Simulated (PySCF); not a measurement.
**Tl (thallium, neutral) across methods**

[Xe] 4f14 5d10 6s1 6p2, high-spin 4P determinant (an excited configuration). All numbers are calculated (PySCF 2.14, scalar relativity by spin-free X2C-1e, in x2c-TZVPPall).

```tsv
method	E (hartree)	mean ε 5d β (eV)	mean ε 6s α (eV)	mean ε 6p α (eV)	Σ⟨r²⟩ (bohr²)	⟨S²⟩
r2SCAN	-20249.27	-17.099	-11.811	-3.961	73.46	3.756
M06	-20249.46	-19.314	-11.825	-4.131	75.21	3.750
PBE0	-20249.01	-18.779	-12.562	-4.528	73.81	3.753
TPSS	-20248.49	-16.712	-11.259	-3.667	73.97	3.753
UHF	-20243.35548	-24.113	-15.762	-6.680	74.56	3.758
BLYP	-20250.33	-16.602	-11.052	-3.443	74.72	3.751
PBE	-20249.26	-16.715	-11.253	-3.686	74.25	3.752
LDA	-20237.00	-16.957	-11.508	-3.792	74.18	3.752
```

Spin-orbit coupling is strong in this species (close to jj coupling), so the high-spin LS determinant is a model state, not a physical level.
